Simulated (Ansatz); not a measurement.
`[F][SnH]([F])[O][SiH3]` → 2 F• + 4 H• + O• + Si• + Sn•  (atomization)

Gas-phase electronic energies from Ansatz, PBE0-D4/def2-TZVP geometries. CCSD(T)/CBS is the MP2 limit (def2-TZVPP, def2-QZVPP) plus CCSD(T) − MP2 in def2-TZVPP, frozen cores. This one scheme is used for every species, atoms too. DFT in def2-TZVPP. No spin–orbit coupling; open shells (•) take unrestricted orbitals. Spin–orbit coupling would lower the free atoms: a little for F, O, Si; strongly for Sn. def2 core potentials past Kr. For Sn outer-core shells are correlated without core-valence functions, so the limit isn't a true one: a few kJ/mol of doubt a bond, and 10 to 20 or more in all where bonds break to atoms. One conformer a species, not always the lowest.

```csv
level,ΔE (eV)
B2PLYP,29.83
SCS-MP2/def2-QZVPP,30.77
```

Problem. What does CCSD(T)/CBS give? (Best estimate.)

Solution. The calculation gave: +30.71 eV. The listed levels differ from it by -0.88, 0.06 eV.

Largest T1 diagnostic among the species: 0.014.

From r2SCAN to r2SCAN0 (25 % exact exchange), in def2-TZVPP and without D4, ΔE moves by −0.86 eV: exact exchange takes away binding that semilocal exchange gives to molecules. The D4 term adds +0.32 eV with B3LYP and +0.17 eV with PBE0; it sums over pairs of atoms, weighted by their polarisabilities, and B3LYP, whose exchange is more repulsive, gets the larger term.

B3LYP here is the variant with VWN-RPA as its local correlation; programs differ in this.

For atomizations the MP2-based limit and the directly extrapolated one differ by several kJ/mol either way, and by 10 to 25 for some Ge, Se and Sn compounds, so smaller differences from it don't rank the levels.
